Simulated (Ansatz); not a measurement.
Gas-phase electronic energies from Ansatz, PBE0-D4/def2-TZVP geometries. CCSD(T)/CBS adds triple-zeta CCSD(T) − MP2 to the extrapolated MP2 energy (def2 sets, frozen cores). This one scheme is used for every species. Functionals use def2-TZVPP. For Br outer-core shells are correlated without core-valence functions, which leaves a few kJ/mol of doubt a bond. Scalar relativity is left out up to krypton. One conformer a species, not always the lowest.

Reaction (ligand exchange at the Al–C bond): `C[CH2][Al]([F])[F]` + HBr → `[F][Al]([F])[Br]` + `CC`

```tsv
level	ΔE (kJ/mol)
r2SCAN-D4	-159.0
PBE0-D4	-154.0
revPBE	-150.5
SCS-MP2/def2-QZVPP	-162.5
```

What does CCSD(T)/CBS give? (Estimate.)

The calculation gave: -158.9 kJ/mol. The listed levels differ from it by -0.1, 4.9, 8.4, -3.6 kJ/mol.

Largest T1 diagnostic among the species: 0.012.

From PBE to PBE0 (25 % exact exchange), in def2-TZVPP and without D4, ΔE moves by −7.2 kJ/mol. In def2-TZVPP, CCSD(T) changes the Hartree–Fock value by +21.9 kJ/mol (the triples alone add +2.3 kJ/mol) and MP2 by +17.1 kJ/mol.
